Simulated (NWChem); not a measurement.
Molecule: InI, singlet; SMILES [In][I]

Results from NWChem. Low-valent species are run as closed-shell singlets; no triplet was tried in these runs. Coordinates come from a PBE0/def2-SVP optimisation. def2 effective core potentials on In, I; no spin-orbit coupling.

Diagonal of the polarisability tensor at PBE0/def2-SVPD, static: 66.69, 66.69, 120.20 bohr³.

Q: Find the mean polarisability volume, the molar refraction, and the refractive index that an ideal gas of it would have at 273.15 K and 1 atm.

A: 
1. Mean: one third of the trace = 84.53 bohr³ × 0.14818 Å³/bohr³ = 12.53 Å³.
2. Molar refraction (Lorentz-Lorenz): (4π/3) N_A α = 31.6 cm³/mol.
3. Number density p/kT = 2.687 × 10⁻⁵ Å⁻³; n − 1 = 2π N α = 21.14 × 10⁻⁴.
4. These hold the electronic response alone: vibrational and orientational terms add to the static dielectric constant.
